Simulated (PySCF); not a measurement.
Compound: C₂H₉GeNS.
Bonds: C1–N2, N2–Ge3, Ge3–S4, S4–C5. Hydrogens: H6, H7, H8 on C1; H9 on N2; H10, H11 on Ge3; H12, H13, H14 on C5.

Computed, not measured: core-valence-separated Tamm–Dancoff BHandHLYP/aug-pcX-1 (pcseg-1 on H, def2-SVPD on Ge, def2-SVPD on S) in PySCF, non-relativistic, gas phase, PBE0-D3(BJ)/def2-SVP geometry. The energies are unshifted.

**Question.** What does the C 1s absorption edge look like?

**Answer.** 
```json
{"E (eV)": "285.17", "f": "0.0446", "core hole on": "C5", "main final orbital": "spread"}
{"E (eV)": "286.03", "f": "0.0126", "core hole on": "C1", "main final orbital": "LUMO (47 %)"}
{"E (eV)": "286.23", "f": "0.0164", "core hole on": "C5", "main final orbital": "LUMO (38 %)"}
{"E (eV)": "286.73", "f": "0.0024", "core hole on": "C1", "main final orbital": "LUMO+2 (69 %)"}
{"E (eV)": "286.79", "f": "0.0297", "core hole on": "C1", "main final orbital": "spread"}
{"E (eV)": "286.89", "f": "0.0291", "core hole on": "C5", "main final orbital": "spread"}
{"E (eV)": "287.04", "f": "0.0315", "core hole on": "C1", "main final orbital": "spread"}
{"E (eV)": "287.12", "f": "0.0248", "core hole on": "C5", "main final orbital": "spread"}
{"E (eV)": "287.27", "f": "0.0051", "core hole on": "C5", "main final orbital": "LUMO+3 (41 %)"}
{"E (eV)": "287.76", "f": "0.0003", "core hole on": "C1", "main final orbital": "LUMO+3 (33 %)"}
```

The first line with a tenth or more of the strongest one's intensity is at 285.17 eV (f = 0.045), with the hole on C5 (S-methyl carbon). It is also the strongest listed.

**Question.** List the nitrogen K-edge absorption lines.

**Answer.** 
| E (eV) | f | core hole on | main final orbital |
| --- | --- | --- | --- |
| 399.13 | 0.0111 | N2 | LUMO (40 %) |
| 399.80 | 0.0333 | N2 | LUMO+1 (32 %) |
| 400.33 | 0.0120 | N2 | spread |
| 400.98 | 0.0055 | N2 | LUMO+2 (48 %) |
| 401.17 | 0.0023 | N2 | LUMO+3 (41 %) |
| 401.40 | 0.0013 | N2 | LUMO+4 (30 %) |
| 401.78 | 0.0011 | N2 | spread |

The first line with a tenth or more of the strongest one's intensity is at 399.13 eV (f = 0.011), with the hole on N2 (nitrogen bonded to C, Ge and H). The strongest listed is at 399.80 eV (f = 0.033; N2).

Roots within 0.03 eV whose holes lie on the same, on equivalent or on shared atoms are summed into one line, and the highest roots are left out, as the search may have cut off their partners. Final orbitals are the ground state's empty Kohn–Sham orbitals.

**Question.** What is the summed oscillator strength of the listed C K lines, and their intensity-weighted mean energy?

**Answer.** Σf = 0.196 over 10 lines from 285.17 to 287.76 eV; the weighted mean is 286.43 eV. The strongest line holds 23 % of the sum.

The list ends where the root search ended, not at a threshold. The BHandHLYP/aug-pcX-1 (pcseg-1 on H, def2-SVPD on Ge, def2-SVPD on S) calculation is non-relativistic and has no spin–orbit coupling, an omission that weighs most on germanium.

Hardware: an Arm Neoverse V1 with one thread, no GPU, on a shared host. Cost: 15 s of wall time, 0.81 GiB resident at most.

The values belong to the conformer `[CH3:1][NH:2][GeH2:3][S:4][CH3:5]`: C1–N2–Ge3–S4 65°, N2–Ge3–S4–C5 52°.
